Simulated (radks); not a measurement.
The numbers below are computed, except where a source is named.
All-electron atom: neutral thallium in [Xe] 4f13 5d10 6s2 6p2 (not the ground configuration). Code: a radial shooting solver on a logarithmic mesh with Libxc functionals. Model: Dirac Kohn-Sham, PBEsol, spin-unpolarised, spherical densities, finite nucleus; open shells are shared between the two j in proportion to 2j + 1; Fermi nuclear charge, rms radius 5.4759 fm.

Spin-orbit splittings of the eigenvalues, e(l+1/2) - e(l-1/2), with zeta = 2 splitting/(2l+1) and mean radii in bohr:

shell  occ.  splitting (eV)  zeta (eV)  <r> j=l-1/2  <r> j=l+1/2
2p        6            2064       1376      0.05590      0.06470
3p        6           458.8      305.9       0.1674       0.1835
3d       10           97.99      39.19       0.1595       0.1644
4p        6           112.5      74.99       0.3921       0.4261
4d       10           21.10      8.439       0.4311       0.4420
4f       13           4.739      1.354       0.4568       0.4629
5p        6               ?          ?       0.9251        1.015
5d       10           2.499     0.9997        1.287        1.335
6p        2           1.426     0.9504        3.034        3.522

Estimate the 5p splitting.

Answer. 21.31 eV (zeta = 14.21 eV).
